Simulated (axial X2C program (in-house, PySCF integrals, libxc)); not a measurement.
**What spin–orbit coupling does to BePb**

Calculated with an in-house all-electron X2C program for linear molecules (integrals from PySCF). Spin-free means the one-electron spin-free X2C Hamiltonian; two-component (2c) means X2C with spin–orbit coupling and atomic mean-field two-electron Coulomb and Gaunt terms, so the difference of the two also holds small scalar two-electron terms. Basis: Pb dyall-cv3z [12s14p10d7f1g], Be dyall-cv3z [8s8p3d1f] (cores contracted in-house); Gaussian nuclei, density fitting, unrestricted open shells. Masses: Pb 207.977 u, Be 9.012 u.

Spin-free state: M_S = 1, Λ = 0 (beyond evenly filled blocks: π+α, π-α); fragments Pb + Be.

```tsv
level	Re (Å)	ωe (cm⁻¹)	De (eV)	μ (D)
PBE0	2.394	418.6	1.177	0.77
CCSD(T)	2.459	377.9	0.718	n/a
B3LYP	2.402	407.6	1.029	0.85
```

Correlated methods: 6 electrons correlated (number of frozen shells: Pb 5 s, 4 p, 3 d, 1 f; Be 1 s), 242 virtual spin orbitals or spinors in MP2, 89 natural virtuals in coupled cluster.

Dipoles are positive if Be is the positive end.

Two-component determinant lowest at the distance of the search:

Ω = 0 (closed shell); fragments Pb + Be.

```
  level  Re (Å)  ωe (cm⁻¹)  De (eV)  μ (D)
   PBE0   2.528      298.5    0.569  -0.25
CCSD(T)   2.602      254.1    0.250    n/a
  B3LYP   2.566      271.2    0.409  -0.23
```

(1) From the two tables, how do the constants change at the CCSD(T) level (2c against spin-free)?

The state is one determinant whose occupation by symmetry is held fixed; it was picked as the lowest of a PBE0 search that is not exhaustive. De is counted from the lowest determinant-based energies of the atoms at the same level, without counterpoise correction. Coupled cluster ran in a truncated set of natural virtual spinors; the MP2 energy of the rest was added. (T) has no such correction and the atoms are truncated less, which lowers De at CCSD(T) by a hundredth of an eV or more. Other states lie close and PBE0, whose exact exchange favours high spin, may order them wrongly; the determinant shown need not be the ground state. The nearest other spin-free determinant of the search, M_S = 1, Λ = 1, lies 0.37 eV up at the distance of the search. The functionals have no current-density term, which raises determinants with orbital currents, atoms included. The 2c closed shell (π1/2)² is the Ω = 0⁺ component of the spin-free π² triplet, mixed with the ¹Σ⁺ state; no single spin-free determinant represents it. The determinant is spin-polarised beyond a pure state at some levels (its spin-free form has ⟨S²⟩ too high), which makes Re and μ there less reliable. The T1 diagnostic is large, a sign of multireference character. With the outer-core shells frozen, correlated bond lengths of heavy atoms tend to come out a few hundredths of an ångström too long.

Answers

(1) At the CCSD(T) level Re rises by 0.143 Å and ωe goes down by 123.8 cm⁻¹; De changes by -0.468 eV.
